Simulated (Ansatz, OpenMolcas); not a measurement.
How methods differ on CH7BSi2 (SMILES CB1[SiH2][SiH2]1)

CH7BSi2: 11 atoms, total charge 0, spin state singlet. SMILES: `CB1[SiH2][SiH2]1`. The coordinates come from a PBE0-D4/def2-TZVP relaxation.

Each level gives the vertical energy of the triplet above the singlet (eV). The values are calculated.

```csv
level,kind,program,value (eV),less CCSD(T)/6-31G*,CPU time (all runs)
SVWN5/6-31G* (spherical functions),LDA,OpenMolcas,3.01,-0.06,1.7 min
M06-2X/6-31G* (spherical functions),hybrid meta-GGA,OpenMolcas,2.83,-0.24,3 min
PBE0/6-31G* (spherical functions),global hybrid,OpenMolcas,2.80,-0.27,2.1 min
B2PLYP/6-31G* (spherical functions),double hybrid,Ansatz,3.02,-0.05,46 s
PBE-QIDH/6-31G* (spherical functions),double hybrid,Ansatz,2.92,-0.15,50 s
"CCSD(T)/6-31G* (spherical functions), open shells restricted",coupled cluster or CI,OpenMolcas,3.07,0.00,81 s
CCSD(T)/6-31G* (spherical functions),coupled cluster or CI,Ansatz,3.07,0.00,56 s
CCSD/6-31G* (spherical functions),coupled cluster or CI,Ansatz,3.00,-0.07,46 s
```

CCSD(T)/6-31G* (spherical functions), open shells restricted is the highest level here, not the true value. The values span 2.80 to 3.07 eV. Times are those of the runs behind each value, whatever else they computed, on shared processors of several kinds: orders of magnitude only.
